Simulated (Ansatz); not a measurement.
`C[Se][SnH3]` + `C=N` → `C=[N][SnH3]` + `C[SeH]`  (ligand exchange at the Sn–Se bond)

Isolated molecules relaxed with PBE0-D4/def2-TZVP in Ansatz; ΔE leaves out vibrations. CCSD(T)/CBS adds triple-zeta CCSD(T) − MP2 to the extrapolated MP2 energy (def2 sets, frozen cores). This one scheme is used for every species. Elements past krypton have def2 core potentials. For Se, Sn outer-core shells are correlated without core-valence functions, which leaves a few kJ/mol of doubt a bond. Scalar relativity is left out up to krypton.

`C[Se][SnH3]`:

```xyz
9

C     0.577    1.602   -0.138
Se    1.455   -0.120   -0.460
Sn   -0.518   -1.581    0.119
H    -0.268    1.735   -0.811
H     0.257    1.681    0.900
H     1.325    2.365   -0.343
H    -1.011   -1.246    1.720
H    -0.006   -3.197   -0.042
H    -1.811   -1.238   -0.945
```

`C=N`:

```xyz
5

C    -0.004   -0.007    0.390
N    -0.059   -0.563   -0.740
H     0.118    1.071    0.554
H    -0.081   -0.626    1.286
H     0.025    0.125   -1.490
```

`C=[N][SnH3]`:

Cartesian coordinates in Å:
```
C 0.408 1.373 -0.767
N 0.121 0.178 -1.035
Sn -0.322 -1.114 0.502
H 0.646 2.069 -1.583
H 0.448 1.816 0.243
H -1.903 -1.687 0.232
H -0.208 -0.251 1.980
H 0.809 -2.384 0.429
```

`C[SeH]`:

```xyz
6

C    -0.181   -0.014    0.515
Se    1.060    0.465   -0.909
H    -1.159    0.426    0.334
H     0.238    0.402    1.430
H    -0.253   -1.095    0.612
H     0.296   -0.184   -1.982
```

```
      species  CCSD(T)/CBS(def2) energy (Eh)
`C[Se][SnH3]`                    -2656.39593
        `C=N`                      -94.52360
`C=[N][SnH3]`                     -309.73027
     `C[SeH]`                    -2441.15625
```

(1) Work out ΔE.

(2) What do rigid-rotor, harmonic-oscillator terms from PBE0-D4/def2-TZVP frequencies (298.15 K, 1 bar) make of the CCSD(T)/CBS value? (An estimate is asked.)

Largest T1 diagnostic among the species: 0.014.

## Answers

(1) ΔE = (-309.73027) + (-2441.15625) − (-2656.39593) − (-94.52360) = 0.03301 Eh = +0.90 eV.

(2) Ansatz gave: ΔZPE = -0.10 eV, ΔH = +0.78 eV, ΔS = -6 J/(mol·K), ΔG = +0.80 eV.

At CCSD(T), def2-SVP lies −0.03 eV from the extrapolated value and def2-TZVPP −0.08 eV. In def2-TZVPP, CCSD(T) changes the Hartree–Fock value by −0.07 eV (the triples alone add −0.01 eV) and MP2 by −0.05 eV. From r2SCAN to r2SCAN0 (25 % exact exchange), in def2-TZVPP and without D4, ΔE moves by +0.05 eV.
